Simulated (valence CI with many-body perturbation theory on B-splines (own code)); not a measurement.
**Sensitivity of CI+MBPT for Xe VI**

Method: configuration interaction combined with many-body perturbation theory (CI+MBPT): three valence electrons over a frozen Dirac-Fock core [Kr] 4d10, radial functions for each j: 6 s, 6 p, 5 d, 3 f, 1 g, with the one-electron correlation potential Σ1 (screened to all orders), the two-electron term Σ2, the three-electron term Σ3, Breit, model QED; selected single and double excitations, second order for the rest (own B-spline code, finite nucleus).

Against 16 measured levels this calculation errs by 444 cm⁻¹ on average and by 761 at most. These come from a selection out of Saloman, J. Phys. Chem. Ref. Data 33, 765 (2004). Levels without a partner in it may be off by more, other configurations by several thousand cm⁻¹.

The reference run has the lowest level 5s2 5p 2P°_1/2 and an ionisation energy of 66.6876 eV. Its largest variational space holds 3665 state functions.

Names give the largest LS component (configuration and term), which can be under half, so a name can repeat, a term be missing and a line seem to break the LS rules; names also repeat where a configuration has a term twice.

Changed runs:
A. Breit term on → off; QED terms on → off
B. scale of Σ2 1 → 0.5; Davidson tolerance 2e-05 → 0.001
C. size limit of the variational space 10000 → 6000; logarithmic knot step 0.27 → 0.2
D. Davidson iteration limit 60 → 1 (bad on purpose)

Excitation energies of the reference run in cm⁻¹, and shifts in cm⁻¹:

```
                 Level  Reference        A        B        C         D
        5s2 5p 2P°_3/2      15596     +182      -56     +0.6      +0.6
         5s 5p2 4P_1/2      92176     +252    -1847     +3.3      +2.0
         5s 5p2 4P_3/2      99942     +365    -1978     +3.7      +3.5
         5s 5p2 4P_5/2     106815     +423    -1841     +3.9       +12
         5s 5p2 2D_3/2     124787     +399     -650     +3.9      +6.3
         5s 5p2 2D_5/2     129096     +493     -917     +4.2       +16
         5s 5p2 2P_1/2     142291     +323    +2386     +3.7       +15
         5s 5p2 2S_1/2     158332     +515    +1861     +4.3       +14
         5s 5p2 2P_3/2     159689     +499    +3474     +4.3       +24
         5s2 5d 2D_3/2     180893     +387    +2152     +4.6       +10
         5s2 5d 2D_5/2     182983     +427    +2116     +4.7       +16
        4f 5s2 2F°_5/2     185734     +746    +3293     -2.1       +10
Ionisation energy (eV)    66.6876  +0.0458  +0.2222  +0.0009  -0.00021
```

Run D: The Davidson iterations stopped at their limit.
